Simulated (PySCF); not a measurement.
**Core-level binding energies of Si(OAc)2H2**

Compound: Si(OAc)2H2, C4H8O4Si.
Structure used (PBE0-D3(BJ)/def2-SVP), in Å, numbered top down from 1:
```
atom  x, y, z in Å
Si1   -0.704    0.008   -0.494
O2    -0.515   -0.016    1.212
C3    -1.678   -0.048    1.867
C4    -1.530   -0.079    3.355
O5    -2.726   -0.051    1.263
H6    -2.516   -0.125    3.829
H7    -0.987    0.818    3.688
H8    -0.923   -0.949    3.647
O9     0.968    0.030   -0.881
C10    1.207    0.050   -2.195
C11    2.661    0.070   -2.542
O12    0.294    0.052   -2.988
H13    2.786    0.076   -3.630
H14    3.155   -0.810   -2.104
H15    3.132    0.958   -2.097
H16   -1.340    1.271   -0.916
H17   -1.313   -1.256   -0.954
```

The calculation used PySCF, delta-SCF UKS SCAN, pcX-2 on the ionised atom, pcseg-1 elsewhere, spin-free X2C. Vertical ΔSCF values, vacuum level as zero.

Q: What binding energy does each computed site have?

A: 
| atom(s) | bonded to | level | binding energy (eV) | 2p1/2 (eV) | above the level's lowest (eV) | count |
| --- | --- | --- | --- | --- | --- | --- |
| Si1 | 2 O and 2 H | Si 2p3/2 | 108.38 | 109.01 | 0.00 | 1 |
| Si1 | 2 O and 2 H | Si 1s | 1848.45 | – | 0.00 | 1 |
| O2/O9 | C and Si | O 1s | 539.10 | – | +1.13 | 2 |
| C4/C11 | C and 3 H | C 1s | 291.56 | – | 0.00 | 2 |
| O5/O12 | C | O 1s | 537.97 | – | 0.00 | 2 |

Lowest listed O 1s: O5/O12, bonded to C. Highest, 1.13 eV above it: O2/O9, bonded to C and Si.

Q: Which photon energy gives electrons from Si 2p3/2 of Si1 a kinetic energy of 50 eV, and what is their de Broglie wavelength?

A: hν = 108.38 + 50 = 158.38 eV, recoil neglected; λ = 12.264 Å/√(E/eV) = 1.73 Å.

Q: Give the binding energy of Si 2p3/2 of Si1 in hartree and in kJ/mol.

A: 108.38 eV = 3.9829 Eh = 10457 kJ/mol.

Atoms equivalent by their bonding share one computed value, that of the first of them. The list is incomplete; no value stands for C 1s of C3, C10. For 2p shells one spin-free hole was relaxed; a mean-field spin–orbit operator and the ground-state splitting of the three 2p orbitals were then diagonalised within the shell. The shell's mean is (2 × 2p3/2 + 2p1/2)/3, and the degeneracies 2j + 1 give areas of 2:1. 2p1/2 minus 2p3/2 (ligand field included): Si 0.63 eV. Isolated species at its PBE0-D3(BJ)/def2-SVP geometry (one conformer only).
